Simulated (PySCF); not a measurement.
Question: Write Cartesian coordinates for `BN([SiH3])[SiH2]P` as optimised with PBE0-D3(BJ)/def2-SVP.

Answer: 
```
atom  x, y, z in Å
B1    -1.7970   -1.0899   -0.2340
N2    -0.8347   -0.1706    0.2427
Si3   -1.3105    1.4418    0.8088
Si4    0.8513   -0.7243    0.3175
P5     2.1985    1.0974    0.4121
H6    -2.9688   -0.7872   -0.2716
H7    -1.4392   -2.1887   -0.6048
H8    -0.6539    2.4871   -0.0326
H9    -2.7903    1.5546    0.7015
H10   -0.8756    1.6353    2.2236
H11    1.0933   -1.4881    1.5790
H12    1.1249   -1.6044   -0.8529
H13    2.2012    1.3003   -1.0019
H14    3.3729    0.2827    0.4016
```

Any rigid rotation of these coordinates is as good. Atoms count from 1 in this order. B1 (three-coordinate boron) is planar (angles 120.4°, 120.1° and 119.4°, sum 360.0°, 0.00 Å off the plane of its three neighbours). N2 (nitrogen bridging silicon atoms) is planar (angles 121.6°, 121.1° and 117.2°, sum 359.9°, 0.02 Å off the plane of its three neighbours). Si3 (SiH3 silicon) is tetrahedral (angles from 108.2° to 110.4°). Si4 (SiH2 silicon) is distorted tetrahedral (angles from 106.2° to 113.5°).

Bonds between heavy atoms (Å): B1–N2 1.414, N2–Si3 1.774, N2–Si4 1.776, Si4–P5 2.268.

Computed with PySCF, PBE0-D3(BJ)/def2-SVP geometry optimisation, gas phase.

Point group: C1 (no symmetry element, even within 0.4 Å). Whether it is a minimum is left open (no frequencies). The numbers are those of one conformer (B1–N2–Si4–P5 161°, N2–Si4–P5–H -83° and -178°).

Hardware: Arm Neoverse V1, one thread, no GPU (shared host). Cost: 2.2 min of wall time, 0.50 GiB resident at most. That covers the optimisation of the geometry.
